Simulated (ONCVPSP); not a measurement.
# u(r) = r·R(r): atom against pseudo-atom (Fe)

Columns: radius, all-electron u(r) and pseudo u(r) of the 3p shell (level -61.79 eV) of iron in the configuration [Ne] 3s2 3p6 3d6 4s1 4p1; PBE, scalar-relativistic, ONCV scheme, ONCVPSP 4.0.1.

| r (bohr) | all-electron | pseudo |
| --- | --- | --- |
| 0.057 | -0.3084 | 0.0203 |
| 0.115 | -0.5800 | 0.0806 |
| 0.172 | -0.5706 | 0.1744 |
| 0.230 | -0.3588 | 0.2976 |
| 0.288 | -0.0533 | 0.4394 |
| 0.345 | 0.2593 | 0.5864 |
| 0.402 | 0.5403 | 0.7303 |
| 0.460 | 0.7735 | 0.8640 |
| 0.518 | 0.9477 | 0.9764 |
| 0.575 | 1.0639 | 1.0609 |
| 0.632 | 1.1325 | 1.1171 |
| 0.690 | 1.1619 | 1.1451 |
| 0.747 | 1.1598 | 1.1466 |
| 0.805 | 1.1339 | 1.1253 |
| 0.862 | 1.0919 | 1.0871 |
| 0.920 | 1.0376 | 1.0353 |
| 0.977 | 0.9771 | 0.9762 |
| 1.035 | 0.9118 | 0.9115 |
| 1.092 | 0.8462 | 0.8461 |
| 1.150 | 0.7801 | 0.7799 |
| 1.208 | 0.7157 | 0.7156 |
| 1.265 | 0.6551 | 0.6550 |
| 1.322 | 0.5977 | 0.5976 |
| 1.380 | 0.5428 | 0.5427 |
| 1.438 | 0.4918 | 0.4917 |
| 1.495 | 0.4454 | 0.4453 |

Problem. How many radial nodes do the two functions have?

Solution. The all-electron 3p function has n − l − 1 = 1; the pseudo-wave has 0, since the states of the same l below it are removed with the core.

Problem. At about which radius was the pseudo-wave matched?

Solution. 1.15 bohr. The columns agree to 0.0005 from 1.03 bohr on; several derivatives are matched, so the curves merge somewhat inside the radius.

Problem. Is the pseudo-wave norm-conserving?

Solution. Yes: the ONCV scheme keeps the norm inside the radius equal to the all-electron one, which fixes the energy derivative of the logarithmic derivative at the level.
